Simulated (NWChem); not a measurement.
Molecule: AlGeH5; SMILES [GeH3][AlH2]

```xyz
7

Al    -0.0019    -1.7469    -0.0006
Ge    -0.0018     0.7436    -0.0004
H     -1.4120     1.3813    -0.1015
H      0.6440     1.3162     1.2920
H      0.8308     1.3277    -1.1746
H      1.3806    -2.5359     0.0020
H     -1.3613    -2.5743     0.0017
```
Atoms are numbered in this order, from 1.

Program: NWChem. Pople sets run with spherical d functions. The geometry was optimised at B3LYP/6-31G* (spherical d).

Q: Taking TPSS/6-311G** as the yardstick, which of these has the fewest basis functions while keeping “highest occupied level (eV)” within 0.2 eV of it: TPSS/3-21G; TPSS/STO-3G; TPSS/6-31G*?

A: TPSS/3-21G.
```
level          basis functions  highest occupied level (eV)
-------------  ---------------  ---------------------------
TPSS/STO-3G                 32                        -1.45
TPSS/3-21G                  45                        -6.79
TPSS/6-31G*                 60                        -6.68
TPSS/6-311G**              100                        -6.74
```

The yardstick is one finite set, not the basis-set limit.
